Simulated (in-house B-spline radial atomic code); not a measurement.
Values are calculated unless marked as measured or tabulated.
## Softness against transferability: the 3p channel of Ca

Ca, [Ar] 4s2, non-relativistic LDA (VWN5), spherical and spin-unpolarised, from a B-spline radial code for spherical atoms (atomic units). The all-electron 3p level is ε = -1.030573 hartree, its outermost node lies just inside 0.43 bohr and its outer maximum at 1.05 bohr.

Troullier-Martins pseudo-orbitals are made for several radii. The cutoffs (hartree) are the plane-wave energies beyond which the orbital holds less than the named kinetic energy per electron. The phase error is the difference, pseudo minus all-electron, of arctan(R P'/P) at R = 1.77 bohr for all radii, half a hartree below and above the level.

```json
{"r_c (bohr)": "0.79", "V_l(0) (hartree)": "-32.52", "cutoff for 10 mEh": "77.4", "for 1 mEh": "99.7", "for 0.1 mEh": "234", "phase error at ε − 0.5 (mrad)": "-2.2", "at ε + 0.5 (mrad)": "-1.0"}
{"r_c (bohr)": "0.91", "V_l(0) (hartree)": "-10.39", "cutoff for 10 mEh": "11.9", "for 1 mEh": "61.4", "for 0.1 mEh": "118", "phase error at ε − 0.5 (mrad)": "-1.5", "at ε + 0.5 (mrad)": "-0.7"}
{"r_c (bohr)": "1.05", "V_l(0) (hartree)": "-4.34", "cutoff for 10 mEh": "10.8", "for 1 mEh": "26.8", "for 0.1 mEh": "44.6", "phase error at ε − 0.5 (mrad)": "-1.1", "at ε + 0.5 (mrad)": "-0.5"}
{"r_c (bohr)": "1.18", "V_l(0) (hartree)": "-4.08", "cutoff for 10 mEh": "10.8", "for 1 mEh": "27.7", "for 0.1 mEh": "37.7", "phase error at ε − 0.5 (mrad)": "-1.1", "at ε + 0.5 (mrad)": "-0.5"}
{"r_c (bohr)": "1.32", "V_l(0) (hartree)": "-4.68", "cutoff for 10 mEh": "10.6", "for 1 mEh": "23.4", "for 0.1 mEh": "33", "phase error at ε − 0.5 (mrad)": "-1.4", "at ε + 0.5 (mrad)": "-0.6"}
{"r_c (bohr)": "1.47", "V_l(0) (hartree)": "-5.20", "cutoff for 10 mEh": "10.6", "for 1 mEh": "14.2", "for 0.1 mEh": "28", "phase error at ε − 0.5 (mrad)": "-2.2", "at ε + 0.5 (mrad)": "-0.9"}
```

Question: Which radius needs the lowest cutoff for 0.1 mEh while both phase errors stay within 1.6 mrad?

Answer: The radii within that limit are 0.91, 1.05, 1.18, 1.32 bohr; of these r_c = 1.32 needs the least, 33 hartree, that is 66 Ry or 898 eV.

Question: What does the larger radius buy, and what does it cost?

Answer: From r_c = 0.79 to 1.47 bohr the cutoff for 1 mEh goes from 99.7 to 14.2 hartree, a factor of 7.02, against 3.46 for a pure 1/r_c² scaling, end to end; step by step it is 99.7, 61.4, 26.8, 27.7, 23.4, 14.2, and for 0.1 mEh 234, 118, 44.6, 37.7, 33, 28; the number of plane waves goes as the cutoff to the power 3/2, here a factor of 18.6. The larger of the two phase errors is least at r_c = 1.05 bohr, 1.1 mrad; it is 2.2 at the smallest radius and 2.2 at the largest. These errors test the reference atom alone. Large radii also let the cores of neighbours overlap, which an atom doesn't show.
